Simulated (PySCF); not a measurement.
C4H6BF. Atoms are numbered in the order given.

```xyz
12

C     -1.2567     2.1308     0.0000
C     -0.3821     1.2666     0.0000
B      0.6499     0.1282     0.0000
F      1.9519     0.4662     0.0000
C      0.2697    -1.3972     0.0000
C     -1.2195    -1.7531     0.0000
H     -2.0165     2.9019     0.0000
H      0.7928    -1.8505     0.8753
H      0.7928    -1.8505    -0.8753
H     -1.7340    -1.3362    -0.8894
H     -1.3862    -2.8491     0.0000
H     -1.7340    -1.3362     0.8894
```
Charge 0, spin multiplicity 1.

Geometry optimised at PBE-D3(BJ)/def2-SVP. The structure was generated by enumeration, and PubChem lists no compound with its InChIKey, so it may never have been made. One conformer was computed; it need not be the lowest.

Level of theory: TDDFT-ωB97X/def2-SVPD (PySCF).

Vertical excitations.  State labels are in the subgroup Cs.

Computed lowest excited states:
```json
[
 {"state": "S1", "symmetry": "A\"", "energy (eV)": "4.99", "λ (nm)": "249", "f": "0.000", "main pairs": "HOMO→LUMO 93 %"},
 {"state": "S2", "symmetry": "A'", "energy (eV)": "5.89", "λ (nm)": "210", "f": "0.043", "main pairs": "HOMO−1→LUMO 69 %, HOMO→LUMO+2 21 %"},
 {"state": "S3", "symmetry": "A\"", "energy (eV)": "6.48", "λ (nm)": "191", "f": "0.002", "main pairs": "HOMO−2→LUMO 84 %"},
 {"state": "S4", "symmetry": "A\"", "energy (eV)": "6.73", "λ (nm)": "184", "f": "0.000", "main pairs": "HOMO−1→LUMO+2 72 %, HOMO−1→LUMO+1 12 %"},
 {"state": "S5", "symmetry": "A'", "energy (eV)": "8.18", "λ (nm)": "152", "f": "0.067", "main pairs": "HOMO−3→LUMO 92 %"},
 {"state": "S6", "symmetry": "A'", "energy (eV)": "8.48", "λ (nm)": "146", "f": "0.133", "main pairs": "HOMO→LUMO+1 71 %, HOMO→LUMO+3 13 %"},
 {"state": "S7", "symmetry": "A\"", "energy (eV)": "8.57", "λ (nm)": "145", "f": "0.000", "main pairs": "HOMO−4→LUMO 93 %"},
 {"state": "S8", "symmetry": "A'", "energy (eV)": "8.75", "λ (nm)": "142", "f": "0.681", "main pairs": "HOMO→LUMO+2 52 %, HOMO−1→LUMO 21 %"},
 {"state": "S9", "symmetry": "A\"", "energy (eV)": "8.79", "λ (nm)": "141", "f": "0.101", "main pairs": "HOMO−1→LUMO+1 65 %, HOMO−1→LUMO+3 13 %"},
 {"state": "S10", "symmetry": "A'", "energy (eV)": "9.14", "λ (nm)": "136", "f": "0.024", "main pairs": "HOMO−2→LUMO+1 41 %, HOMO→LUMO+3 21 %, HOMO−2→LUMO+2 16 %"},
 {"state": "T1", "symmetry": "A'", "energy (eV)": "4.47", "λ (nm)": "277", "f": "0", "main pairs": "HOMO−1→LUMO 85 %"},
 {"state": "T2", "symmetry": "A\"", "energy (eV)": "4.66", "λ (nm)": "266", "f": "0", "main pairs": "HOMO→LUMO 90 %"},
 {"state": "T3", "symmetry": "A'", "energy (eV)": "5.50", "λ (nm)": "225", "f": "0", "main pairs": "HOMO→LUMO+2 64 %"},
 {"state": "T4", "symmetry": "A\"", "energy (eV)": "6.02", "λ (nm)": "206", "f": "0", "main pairs": "HOMO−2→LUMO 81 %"}
]
```
Triplets are in the Tamm–Dancoff approximation, which puts them higher than full response would, so one can lie above its singlet here.
